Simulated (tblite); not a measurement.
Compound: C5H10N2.
Geometry (GFN2-xTB, Å), atoms numbered from 1 in this order:
```xyz
17
C5H10N2 angstrom
C     -2.4308   -1.2502    0.3464
C     -1.1269   -0.9894    0.2843
C     -0.5390    0.3060   -0.0125
C     -1.4509    1.4544   -0.3377
N      0.7135    0.5844   -0.0326
N      1.6886   -0.2585    0.2987
C      3.0122    0.1063   -0.1375
H     -3.1795   -0.4944    0.1873
H     -2.7952   -2.2395    0.5685
H     -0.4347   -1.8033    0.4699
H     -2.0660    1.2186   -1.2047
H     -2.1086    1.6697    0.5030
H     -0.8526    2.3341   -0.5534
H      1.5032   -1.2591    0.3348
H      3.2361   -0.2502   -1.1504
H      3.7458   -0.3089    0.5539
H      3.0778    1.1920   -0.1279
```

Level: GFN2-xTB in tblite, geometry and Hessian alike; calculated harmonic values, unscaled, isolated species. Against measured fundamentals such values can be off by several per cent, at times by over 20. One conformer, not necessarily the lowest.

Harmonic wavenumbers (cm⁻¹): 75.6, 119.3, 131.7, 176.1, 199.6, 268.5, 294.7, 356.2, 408.6, 444.5, 583.5, 623.5, 677.2, 825.0, 872.8, 962.7, 993.5, 1022.5, 1027.5, 1058.8, 1097.3, 1148.2, 1230.6, 1281.7, 1325.1, 1372.6, 1390.0, 1401.8, 1414.9, 1468.3, 1478.5, 1481.9, 1484.1, 1634.8, 1663.3, 2905.3, 2999.0, 3004.8, 3015.5, 3030.5, 3044.8, 3064.5, 3103.2, 3135.1, 3260.7.

A = 5571, B = 1477, C = 1190 MHz; mass 98.084 u (most abundant isotopes); point group C1, symmetry number 1.

Question: What is the zero-point energy?

Answer: ½Σν̃ = 31279 cm⁻¹ = 89.43 kcal/mol.

Question: Give the ideal-gas entropy at 350 K and 1 bar in the rigid-rotor, harmonic-oscillator model (classical rotation).

Answer: Translation 40.48, rotation 28.36, vibration 27.18: S = 96.0 cal/(mol K).

Question: And Cp and H(350 K) − H(0)?

Answer: Cp = 37.24 cal/(mol K), of which vibrations give 29.30 (their classical limit is 45 R = 89.4); H(350 K) − H(0) = 7.97 kcal/mol without the zero-point energy, 5.18 from vibrations.

Question: Which modes carry the vibrational entropy at 350 K?

Answer: 75.6 cm⁻¹: 4.32; 119.3 cm⁻¹: 3.42; 131.7 cm⁻¹: 3.23; 176.1 cm⁻¹: 2.67; 199.6 cm⁻¹: 2.44; 268.5 cm⁻¹: 1.89 cal/(mol K); the other 39 give 9.22 together.

Question: How do the functions run with temperature in this model?

Answer: 
```tsv
T (K)	S (cal/(mol K))	Cp (cal/(mol K))	H − H(0) (kcal/mol)	G − H(0) (kcal/mol)	ln q(vib)
150	72.2	21.3	2.12	-8.71	1.96
250	84.9	29.1	4.65	-16.59	4.09
298.15	90.4	33.0	6.14	-20.81	5.12
400	101.3	41.2	9.93	-30.58	7.29
600	120.7	54.6	19.58	-52.81	11.49
900	145.6	68.1	38.15	-92.86	17.50
```

q(vib) and H(0) count from the zero-point level.

Question: What must be added to the electronic energy to get the Gibbs energy at 350 K and 1 bar?

Answer: ZPE + [H(350 K) − H(0)] − T·S = 89.43 + 7.97 − 33.61 = 63.79 kcal/mol.

Hindered rotation and anharmonicity are outside this model. Other conformers, if any are populated, would add a mixing term that is left out. The structure is chiral; the term R ln 2 for an equal mix with its mirror image is left out.
